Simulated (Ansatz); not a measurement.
| atom | x (Å) | y (Å) | z (Å) |
| --- | --- | --- | --- |
| C | 0.0000 | 0.0000 | 0.0000 |
| C | 1.5275 | 0.0000 | 0.0000 |
| C | -0.7637 | 1.3228 | 0.0000 |
| C | -0.7637 | -1.3228 | 0.0000 |
| H | 2.1347 | -1.0112 | 0.0000 |
| H | 2.1347 | 1.0112 | 0.0000 |
| H | -1.9430 | 1.3431 | 0.0000 |
| H | -0.1916 | 2.3543 | 0.0000 |
| H | -1.9430 | -1.3431 | 0.0000 |
| H | -0.1916 | -2.3543 | 0.0000 |

Basis set: cc-pVDZ (spherical functions). Correlated methods keep 4 orbitals frozen. Charge 0, multiplicity 3.

Computed with Ansatz (development build ahead of 0.2.0); each method stands on the lowest determinant of its kind that the runs found.

The atomization energy at this shape (free ground-state atoms in the same class of orbitals less the molecule, no zero-point energy) of triplet C₄H₆:

```csv
method,atomization energy
UHF,697.11 kcal/mol
```

(1) What does UHF-MP2 give?

## Answers

(1) 870.06 kcal/mol. Caution: the shape is not the minimum; the unrestricted determinant is spin contaminated.
